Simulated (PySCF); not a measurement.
C₃H₇O₂, SMILES COCC[O], multiplicity 2. Geometry: PBE-D3(BJ)/def2-SVP. The isomer is the one that the SMILES or the coordinates give; other isomers of the formula were not compared. One conformer was computed; it need not be the lowest.

Task: Give the equilibrium geometry at PBE-D3(BJ)/def2-SVP (PySCF confirms it by a frequency run) as a Z-matrix. (An estimate is asked for; the answer gives what the named calculation found.)

Result: One answer among several that fit: 
```
C
O 1 1.3905
H 1 1.1067 2 107.56
C 2 1.4119 1 115.01 3 165.80
H 4 1.1064 2 107.44 1 -175.02
H 1 1.1141 3 109.80 2 123.62
H 4 1.1152 5 109.33 2 -121.35
H 4 1.1161 5 108.43 7 -117.48
C 1 1.6090 3 106.91 6 115.87
O 9 1.3249 1 108.82 3 -59.59
H 9 1.1267 10 117.31 1 -120.63
H 9 1.1312 11 108.51 10 128.80
```
Charge 0, spin multiplicity 2.
